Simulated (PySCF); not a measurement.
Cr: ionisation energy

Cr [Ar] 3d5 4s1 (7S) → Cr+ [Ar] 3d5 (6S), as a difference of total energies. All numbers are calculated (PySCF 2.14, scalar relativity by spin-free X2C-1e, in x2c-TZVPall (6s5p4d1f, 48 functions)). Correlated levels: valence: [Ar] frozen. The calculations carry no spin-orbit coupling.

```
           method  ionisation energy (eV)
              UHF                   6.016
             BP86                   7.561
             PBE0                   7.065
    MP2 (valence)                   6.408
SCS-MP2 (valence)                   6.147
```

Task: How much does correlation contribute at MP2 (valence)?

Result: 6.408 − (6.016) = 0.392 eV, measured against UHF.

Errors of the correlated levels include the incompleteness of this basis and the frozen core.

For comparison: 6.767 eV (measured; NIST Atomic Spectra Database, ionization energies).
